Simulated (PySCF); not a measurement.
Vertical excitations of a molecule C₆H₈N₂ from PySCF with TDA-CAM-B3LYP/def2-SVPD, as energy in eV (oscillator strength): 4.47 (0.065), 5.15 (0.000), 5.23 (0.058), 5.63 (0.233), 5.82 (0.000), 6.17 (0.000). Lowest triplet (TDA): 3.35 eV. Geometry: PBE0-D3(BJ)/def2-SVP. Other conformers were not sampled.

### Question
Identify the compound among the candidates.
A. Nc1ccc(N)cc1
B. CCc1ncccn1
C. Cc1nccnc1C
D. Cc1cncc(C)n1

### Answer
A, Nc1ccc(N)cc1
